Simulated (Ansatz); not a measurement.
Consider the ligand exchange at the Si–N bond: `O[SiH2]N[SiH3]` + `O[SiH](O)S` → `O[SiH2]S[SiH](O)O` + `N[SiH3]`.

Gas-phase electronic energies from Ansatz, PBE0-D4/def2-TZVP geometries. CBS: MP2 limit from def2 TZ/QZ plus the TZ coupled-cluster correction, frozen cores. This one scheme is used for every species. Functionals use def2-TZVPP. B3LYP here is the variant with VWN-RPA as its local correlation; programs differ in this. One conformer a species, not always the lowest.

| level | ΔE (kJ/mol) | difference from CCSD(T)/CBS |
| --- | --- | --- |
| PBE-D4 | -16.7 | -11.5 |
| r2SCAN-D4 | -11.8 | -6.6 |
| PBE0-D4 | -14.0 | -8.8 |
| B3LYP-D4 | -6.4 | -1.2 |
| ωB97X-V | -6.5 | -1.3 |
| ωB97M-V | -6.9 | -1.7 |
| B2PLYP | -2.1 | 3.1 |
| PBE | -13.1 | -7.9 |
| r2SCAN | -10.9 | -5.7 |
| PBE0 | -10.7 | -5.5 |
| B3LYP | -0.3 | 4.9 |
| HF/def2-TZVPP | 10.7 | 15.9 |
| MP2/def2-TZVPP | -6.5 | -1.3 |
| SCS-MP2/def2-TZVPP | -0.8 | 4.4 |
| CCSD/def2-TZVPP | 1.0 | 6.2 |
| CCSD(T)/def2-TZVPP | -2.5 | 2.7 |
| HF/def2-QZVPP | 12.1 | 17.3 |
| MP2/def2-QZVPP | -7.6 | -2.4 |
| SCS-MP2/def2-QZVPP | -1.9 | 3.3 |
| HF/CBS(def2) | 12.3 | 17.5 |
| MP2/CBS(def2) | -9.2 | -4.0 |
| CCSD/CBS(def2) | -1.7 | 3.5 |
| CCSD(T)/CBS | -5.2 | 0 |

Largest T1 diagnostic among the species: 0.012.

In def2-TZVPP, CCSD(T) changes the Hartree–Fock value by −13.2 kJ/mol (the triples alone add −3.5 kJ/mol) and MP2 by −17.2 kJ/mol. The D4 term adds −6.1 kJ/mol with B3LYP and −3.3 kJ/mol with PBE0; it sums over pairs of atoms, weighted by their polarisabilities, and B3LYP, whose exchange is more repulsive, gets the larger term.
